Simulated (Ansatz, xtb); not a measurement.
This triplet is an excited state, 1.68 eV above the relaxed singlet at the level composite: frozen-core CCSD(T) with HF/cc-pVQZ and the correlation energy extrapolated as X^-3 from cc-pVTZ and cc-pVQZ, plus CCSDT(Q) minus CCSD(T) in cc-pVDZ // PBE0-D3(BJ)/def2-TZVP (Ansatz, a quantum-chemistry and plane-wave program).

Species: HFSi, SMILES `F[SiH]` (excited triplet) (charge 0, multiplicity 3).

### Question
Give a relaxed geometry from GFN2-xTB (xtb).

### Answer
the end point of this relaxation (outside a Z-matrix the atoms follow the SMILES, hydrogens last).
Z-matrix (Å, degrees):
```
Si
F 1 1.6425
H 1 1.4411 2 108.88
```
